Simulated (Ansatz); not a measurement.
A nudged elastic band was laid between two geometries of BClF2 + H2 (6 atoms, charge 0, multiplicity 1).

Computed with RHF/def2-SVP in Ansatz 0.2.0.

| Property | Result |
| --- | --- |
| movable images | 7 |
| climbing image | yes |
| spring | 5.0 eV/Å² |
| optimiser | quadratic models (default) |
| start path | through a guess of the saddle point |
| force threshold | 0.05 eV/Å |
| iteration limit | 60 |
| end points | relaxed |

First end point:

```xyz
6
Properties=species:S:1:pos:R:3
B -0.013 0.570 0.132
Cl -0.033 1.076 1.806
F 1.112 0.419 -0.497
F -1.122 0.347 -0.503
H 0.091 -2.624 0.530
H 0.082 -2.458 1.258
```

Last end point:

```xyz
6
Properties=species:S:1:pos:R:3
B 0.027 -0.264 -0.706
Cl 0.026 -0.250 2.721
F 1.106 0.464 -0.781
F -1.126 0.341 -0.780
H 0.092 -1.448 -0.611
H -0.006 -1.513 2.883
```

Question: What changes between the two ends?

Answer: Bonds broken: B1–Cl2, H5–H6. Bonds formed: B1–H5, Cl2–H6. BClF2 + H2 becomes BF2H + ClH.

Question: Give the energies along the band, and the barrier.

Answer: The forces met the threshold. The highest image is number 4 of 0 to 8, 2.35 eV above the first end and 1.97 eV above the last; the last end lies 0.38 eV above the first. Neighbouring images differ by up to 1.4 eV, so the band resolves the path poorly. A vibrational analysis at the climbing image gives one clearly imaginary mode, 1465i cm⁻¹: a first-order saddle point. The orbitals stay closed-shell, which can raise the energy where a bond breaks towards radicals; this wasn't checked here.

| image | path coordinate (Å) | energy (eV) | B1–Cl2 (Å) | H5–H6 (Å) | B1–H5 (Å) |
| --- | --- | --- | --- | --- | --- |
| 0 | 0.00 | 0.00 | 1.75 | 0.75 | 3.22 |
| 1 | 0.58 | 0.03 | 1.75 | 0.75 | 2.73 |
| 2 | 1.15 | 0.20 | 1.76 | 0.74 | 2.25 |
| 3 | 1.73 | 0.94 | 1.83 | 0.76 | 1.73 |
| 4 | 2.31 | 2.35 | 2.12 | 1.02 | 1.32 |
| 5 | 2.89 | 1.01 | 2.60 | 1.58 | 1.20 |
| 6 | 3.48 | 0.52 | 3.01 | 2.15 | 1.19 |
| 7 | 4.07 | 0.41 | 3.22 | 2.78 | 1.19 |
| 8 | 4.65 | 0.38 | 3.43 | 3.50 | 1.19 |

Question: What is the geometry of the highest image?

Answer: 
```xyz
6
Properties=species:S:1:pos:R:3
B 0.016 -0.280 0.038
Cl 0.002 0.126 2.118
F 1.150 0.136 -0.465
F -1.135 0.079 -0.470
H 0.048 -1.579 0.290
H 0.036 -1.152 1.216
```

The run took 3 min on 1 thread of Arm Neoverse V2 (shared host), peak memory 0.12 GiB.
